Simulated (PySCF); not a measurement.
C₂H₆ClFSi, SMILES C[Si](C)(F)Cl. Atoms are numbered in the order given.

```xyz
11

C      0.9966    -0.6920     1.5642
Si     0.3312     0.0477     0.0000
C      0.9966    -0.6920    -1.5642
F      0.6625     1.6426     0.0000
Cl    -1.7273    -0.1214     0.0000
H      0.5563    -0.1972     2.4435
H      0.7548    -1.7653     1.6168
H      2.0916    -0.5789     1.6124
H      0.5563    -0.1972    -2.4435
H      0.7548    -1.7653    -1.6168
H      2.0916    -0.5789    -1.6124
```

Geometry optimised at ωB97X-D3(BJ)/def2-SVP.

Two levels are set side by side: PBE/pcSseg-1 (PySCF) and PBE0/pcSseg-1 (PySCF). GIAO shifts against CFCl3 (¹⁹F), HCl (³⁵Cl), TMS (²⁹Si), TMS (¹H), TMS (¹³C) at the same level; non-relativistic, no solvent, atoms listed together averaged. Without spin–orbit terms, shifts of atoms bonded to Cl or Br come out too high at both levels. Differences are taken from unrounded values.

```csv
quantity,PBE
"δ(¹³C) of C1, C3 (ppm)",5.4
δ(²⁹Si) of Si2 (ppm),43.8
δ(¹⁹F) of F4 (ppm),-166.2
δ(³⁵Cl) of Cl5 (ppm),84.8
```

**Question.** These are the PBE values. What does PBE0 give? (An estimate is asked for; the answer gives what the named calculation found.)

**Answer.** 
| quantity | PBE0 | PBE minus PBE0 |
|---|---|---|
| δ(¹³C) of C1, C3 (ppm) | 5.1 | 0.3 |
| δ(²⁹Si) of Si2 (ppm) | 41.7 | 2.1 |
| δ(¹⁹F) of F4 (ppm) | -151.0 | -15.3 |
| δ(³⁵Cl) of Cl5 (ppm) | 66.7 | 18.1 |

Rough cost on one machine, each run with all the roots and properties that it gave: PBE0 against PBE within a factor of 2.
